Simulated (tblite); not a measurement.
Species: C₆H₁₄S₂Si.
Geometry (GFN2-xTB, Å), atoms numbered from 1 in this order:
```
atom  x, y, z in Å
C1     2.1238    3.2232   -0.5127
S2     2.9111    1.6055   -0.7811
Si3    1.5026    0.3067    0.1847
C4     1.8364   -1.4525   -0.4217
S5    -0.4810    1.0050   -0.2858
C6    -1.5011   -0.4103    0.2071
C7    -1.4820   -0.6900    1.6859
C8    -1.6333   -1.5327   -0.7755
C9    -2.7704   -0.5752   -0.5713
H10    2.7481    3.9590   -1.0081
H11    2.0723    3.4312    0.5511
H12    1.1298    3.2168   -0.9483
H13    1.6826    0.4405    1.6322
H14    2.8437   -1.7561   -0.1570
H15    1.1432   -2.1587    0.0235
H16    1.7451   -1.5240   -1.5022
H17   -1.7249    0.2143    2.2414
H18   -2.2142   -1.4565    1.9328
H19   -0.4976   -1.0341    2.0017
H20   -1.0860   -1.4712   -1.7034
H21   -1.7250   -2.5363   -0.3855
H22   -3.6486   -0.9133   -0.0414
H23   -2.9792    0.1355   -1.3561
```

Method: GFN2-xTB as coded in tblite; computed harmonic values from a numerical Hessian at the method's own geometry, unscaled. This tight-binding method is rough: wavenumbers can miss measured ones by several per cent, in bad cases by 10 to 20. Modes of hydrogen on silicon can be 10 to 20 % off. One conformer, not necessarily the lowest.

Harmonic wavenumbers (cm⁻¹): 31.4, 46.1, 62.3, 88.2, 115.1, 121.7, 131.9, 159.4, 176.7, 194.7, 212.7, 277.2, 294.6, 326.3, 386.2, 469.8, 541.1, 578.4, 624.5, 667.9, 726.5, 772.7, 799.4, 823.9, 832.0, 861.1, 903.0, 946.2, 950.7, 957.3, 962.5, 1057.8, 1070.2, 1099.1, 1101.5, 1145.3, 1194.5, 1322.4, 1364.5, 1366.4, 1409.6, 1429.2, 1450.8, 1455.3, 1466.8, 1471.4, 1479.3, 1482.8, 1494.3, 2225.5, 3008.6, 3022.7, 3026.8, 3032.0, 3035.6, 3042.3, 3050.3, 3053.9, 3061.1, 3074.6, 3083.6, 3097.6, 3109.8.

A = 1850, B = 572.0, C = 509.6 MHz; mass 178.031 u (most abundant isotopes); point group C1, symmetry number 1.

**Question.** Zero-point energy?

**Answer.** Half the sum of the wavenumbers: 40414 cm⁻¹ = 483.45 kJ/mol.

**Question.** Entropy at 273.15 K, 1 bar (ideal gas, RRHO, classical rotation)?

**Answer.** Translation 171.66, rotation 127.64, vibration 183.18: S = 482.5 J/(mol K).

**Question.** And Cp and H(273.15 K) − H(0)?

**Answer.** Cp = 196.52 J/(mol K), of which vibrations give 163.26 (their classical limit is 63 R = 523.8); H(273.15 K) − H(0) = 33.98 kJ/mol without the zero-point energy, 24.90 from vibrations.

**Question.** Which modes carry the vibrational entropy at 273.15 K?

**Answer.** 31.4 cm⁻¹: 23.29; 46.1 cm⁻¹: 20.10; 62.3 cm⁻¹: 17.62; 88.2 cm⁻¹: 14.76; 115.1 cm⁻¹: 12.60; 121.7 cm⁻¹: 12.15 J/(mol K); the other 57 give 82.66 together.

**Question.** How do the functions run with temperature in this model?

**Answer.** 
```csv
T (K),S (J/(mol K)),Cp (J/(mol K)),H − H(0) (kJ/mol),G − H(0) (kJ/mol),ln q(vib)
150,384.5,137.0,13.49,-44.19,5.83
250,465.6,185.1,29.57,-86.83,10.13
298.15,500.2,208.9,39.05,-110.09,12.06
400,568.4,256.5,62.80,-164.56,15.96
600,687.2,329.6,121.87,-290.42,23.07
900,835.4,400.9,232.29,-519.58,32.67
```

q(vib) and H(0) count from the zero-point level.

**Question.** Blend soft modes into free rotors: weight 1/[1 + (100 cm⁻¹/ν̃)⁴] for the oscillator and the rest for a rotor with moment μB/(μ + B), μ = h/(8π²ν), B = 10⁻⁴⁴ kg m². What vibrational entropy results?

**Answer.** 164.89 J/(mol K) in place of 183.18, which changes −T·S at 273.15 K by +4.99 kJ/mol.

**Question.** What must be added to the electronic energy to get the Gibbs energy at 273.15 K and 1 bar?

**Answer.** ZPE + [H(273.15 K) − H(0)] − T·S = 483.45 + 33.98 − 131.79 = 385.64 kJ/mol.

Hindered rotation and anharmonicity are outside this model. Other conformers, if any are populated, would add a mixing term that is left out. The structure is chiral; the term R ln 2 for an equal mix with its mirror image is left out.
